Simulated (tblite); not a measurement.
Species: 4-bromopyridine, C₅H₄BrN.
SMILES: `BrC1=CC=NC=C1`

Level: GFN2-xTB in tblite, geometry and Hessian alike; calculated harmonic values, unscaled, isolated species. This tight-binding method is rough: wavenumbers can miss measured ones by several per cent, in bad cases by 10 to 20.

Harmonic wavenumbers (cm⁻¹): 155.4, 239.3, 289.1, 335.1, 458.9, 623.7, 648.2, 685.2, 787.0, 876.7, 910.1, 921.7, 982.1, 1092.9, 1099.2, 1109.7, 1202.1, 1255.8, 1275.9, 1370.8, 1433.3, 1548.4, 1565.8, 3068.0, 3069.8, 3108.1, 3108.8.

A = 6092, B = 984.8, C = 847.8 MHz; mass 156.953 u (most abundant isotopes); point group C2v, symmetry number 2.

Problem. What is the zero-point energy?

Solution. Half the sum of the wavenumbers: 16611 cm⁻¹ = 47.49 kcal/mol.

Problem. What is S at 400 K and 1 bar for an ideal gas of classical rigid rotors and harmonic oscillators?

Solution. Translation 42.55, rotation 28.04, vibration 15.50: S = 86.1 cal/(mol K).

Problem. And Cp and H(400 K) − H(0)?

Solution. Cp = 29.63 cal/(mol K), of which vibrations give 21.68 (their classical limit is 27 R = 53.7); H(400 K) − H(0) = 6.97 kcal/mol without the zero-point energy, 3.79 from vibrations.

Problem. Which modes carry the vibrational entropy at 400 K?

Solution. 155.4 cm⁻¹: 3.17; 239.3 cm⁻¹: 2.35; 289.1 cm⁻¹: 2.00; 335.1 cm⁻¹: 1.73; 458.9 cm⁻¹: 1.20; 623.7 cm⁻¹: 0.75 cal/(mol K); the other 21 give 4.30 together.

Problem. How do the functions run with temperature in this model?

Solution. 
```json
{"T (K)": "50", "S (cal/(mol K))": "54.2", "Cp (cal/(mol K))": "8.6", "H − H(0) (kcal/mol)": "0.40", "G − H(0) (kcal/mol)": "-2.31", "ln q(vib)": "0.01"}
{"T (K)": "100", "S (cal/(mol K))": "60.9", "Cp (cal/(mol K))": "11.2", "H − H(0) (kcal/mol)": "0.89", "G − H(0) (kcal/mol)": "-5.20", "ln q(vib)": "0.17"}
{"T (K)": "298.15", "S (cal/(mol K))": "78.3", "Cp (cal/(mol K))": "23.3", "H − H(0) (kcal/mol)": "4.27", "G − H(0) (kcal/mol)": "-19.09", "ln q(vib)": "1.87"}
{"T (K)": "373.15", "S (cal/(mol K))": "84.1", "Cp (cal/(mol K))": "28.1", "H − H(0) (kcal/mol)": "6.20", "G − H(0) (kcal/mol)": "-25.18", "ln q(vib)": "2.71"}
{"T (K)": "500", "S (cal/(mol K))": "93.3", "Cp (cal/(mol K))": "34.8", "H − H(0) (kcal/mol)": "10.20", "G − H(0) (kcal/mol)": "-36.43", "ln q(vib)": "4.26"}
{"T (K)": "750", "S (cal/(mol K))": "109.2", "Cp (cal/(mol K))": "43.6", "H − H(0) (kcal/mol)": "20.10", "G − H(0) (kcal/mol)": "-61.80", "ln q(vib)": "7.43"}
{"T (K)": "1000", "S (cal/(mol K))": "122.5", "Cp (cal/(mol K))": "48.8", "H − H(0) (kcal/mol)": "31.70", "G − H(0) (kcal/mol)": "-90.82", "ln q(vib)": "10.52"}
```

q(vib) and H(0) count from the zero-point level.

Problem. What must be added to the electronic energy to get the Gibbs energy at 400 K and 1 bar?

Solution. ZPE + [H(400 K) − H(0)] − T·S = 47.49 + 6.97 − 34.43 = 20.03 kcal/mol.

Hindered rotation and anharmonicity are outside this model.

On one thread, Intel Xeon Platinum 8259CL at 2.50 GHz (x86_64), shared host with 96 logical CPUs at a one-minute load of 8.3, this took 0.42 s. The figure is for the frequency step alone.
